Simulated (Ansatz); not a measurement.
Saddle point of SiH5BrO2, closed shell (SiH₃BrO ([OH][SiH2][Br]) + H₂O → SiH₄O₂ ([OH][SiH2][OH]) + HBr; bonds formed: Si1–O7, Br2–H6; bonds broken: Si1–Br2, H6–O7), PBE0-D4/def2-TZVP structure:

Si1  (-0.510, -0.269, 0.234)
Br2  (0.502, -2.442, -0.356)
H3  (-1.742, -0.729, -0.449)
H4  (-0.298, -0.528, 1.668)
O5  (-0.790, 1.393, 0.200)
H6  (1.826, -0.467, -0.432)
O7  (1.169, 0.252, -0.473)
H8  (-1.633, 1.655, -0.169)
H9  (1.474, 1.135, -0.223)
(Å)

Energies are electronic, without zero-point energy. Barriers and step energies count from the start structure reached by relaxing down the imaginary mode; all methods use the PBE0-D4 structures, on which another method's saddle can fall below an end. Computed with Ansatz 0.2.0 (basis: def2-TZVPP, with def2-QZVPP for the basis limit); correlated methods freeze the cores. Filled d shells of the heavier atoms are correlated. The def2 sets are not built for correlating such inner shells, so the correlated values are less sure here. B3LYP uses VWN-RPA correlation. Extrapolation: Hartree–Fock as exp(−7.88 √X), correlation as X^−2.97.

| method | barrier (kcal/mol) | step energy (kcal/mol) |
| --- | --- | --- |
| SPW92 | 6.85 | -5.98 |
| PBE-D4 | 14.55 | -2.47 |
| BLYP-D4 | 17.08 | -4.35 |
| r2SCAN-D4 | 14.39 | -3.71 |
| B97M-V | 15.64 | -4.36 |
| PBE0-D4 | 14.96 | -1.99 |
| B3LYP-D4 | 17.04 | -3.92 |
| r2SCAN0-D4 | 14.58 | -3.03 |
| BHLYP-D4 | 17.22 | -3.64 |
| CAM-B3LYP-D4 | 16.13 | -4.97 |
| wB97X-V | ? | -3.28 |
| wB97M-V | 14.59 | -3.24 |
| B2PLYP | 17.64 | -3.51 |
| PBE-QIDH | 15.56 | -2.26 |
| RPA on PBE | ? | -3.73 |
| HF | 22.98 | -1.96 |
| MP2 | ? | -3.27 |
| CCSD | 18.34 | -3.40 |
| CCSD(T) | 17.44 | -3.62 |

Q: Fill in the withheld barriers. (To be estimated.)

A: Computed: wB97X-V 15.99; MP2 16.81; RPA on PBE 18.81 kcal/mol. Each is the energy of the saddle less that of the start structure, by the same method.

For comparison, the barrier by CCSD(T) at an estimated basis limit (MP2 extrapolated from triple and quadruple zeta, plus CCSD(T) − MP2 in triple zeta) is 16.73 kcal/mol.

T1 diagnostic: at most 0.010.

The step is the kind of ligand exchange by which a precursor binds to a hydroxyl group, or is hydrolysed, in atomic layer deposition of oxides.

Labels in which every atom is bracketed show which atoms are joined, not bond orders.

For scale, one of the runs: CCSD(T)/def2-TZVPP, 222 basis functions, launched by `ansatz run in.yaml --threads 4 --pin off --events-out ev --progress --plain --max-ram 9574MiB`. Time: 2.2 min of wall clock on 4 CPU threads of an Arm Neoverse V2; the host was shared. Peak host memory: 3.6 GiB.
